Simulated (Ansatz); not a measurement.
Cost and result up the ladder for Li6Al (7 atoms). Total charge 0; doublet. Geometry: PBE0-D4/def2-TZVP.

```xyz
7

Al   -0.4919   -0.4006    0.0934
Li   -1.6136    0.3903    2.3273
Li   -0.4308   -2.0631   -1.9333
Li    1.2290    0.4637   -1.6712
Li   -1.4390    1.9261   -0.5161
Li    1.0358    1.3851    1.2343
Li    1.7106   -1.7014    0.4656
```

Ansatz on 4 threads of Arm Neoverse V2 on a shared host. Times are rough, and most runs start from the orbitals of an earlier one. CAM-B3LYP-D4/def2-TZVP serves as the yardstick here, not as an exact answer. Binding counts from free atoms at the same level (Al doublet, Li doublet; other spins of the atoms weren't run), without zero-point energy or a counterpoise term.

B3LYP takes the VWN-RPA correlation. Another isomer (doublet) lies 0.02 eV lower at PBE0-D4/def2-TZVP; other spin states weren't run for this one.

Run but left out: CCSD(T)/def2-TZVPP (⟨S²⟩ 1.51, where a pure state has 0.75).

```json
{"level": "PBE-D4/def2-TZVP (with forces)", "functions": "121", "wall time": "1.7 s", "binding energy per atom (eV)": "1.18", "difference from CAM-B3LYP-D4/def2-TZVP (eV)": "0.16"}
{"level": "B3LYP-D4/def2-TZVP", "functions": "121", "wall time": "1.9 s", "binding energy per atom (eV)": "1.06", "difference from CAM-B3LYP-D4/def2-TZVP (eV)": "0.04"}
{"level": "PBE0-D4/def2-TZVP", "functions": "121", "wall time": "2 s", "binding energy per atom (eV)": "1.14", "difference from CAM-B3LYP-D4/def2-TZVP (eV)": "0.12"}
{"level": "CAM-B3LYP-D4/def2-TZVP", "functions": "121", "wall time": "2.2 s", "binding energy per atom (eV)": "1.02", "difference from CAM-B3LYP-D4/def2-TZVP (eV)": "0.00"}
{"level": "r2SCAN-D4/def2-TZVP", "functions": "121", "wall time": "3.9 s", "binding energy per atom (eV)": "1.17", "difference from CAM-B3LYP-D4/def2-TZVP (eV)": "0.15"}
```
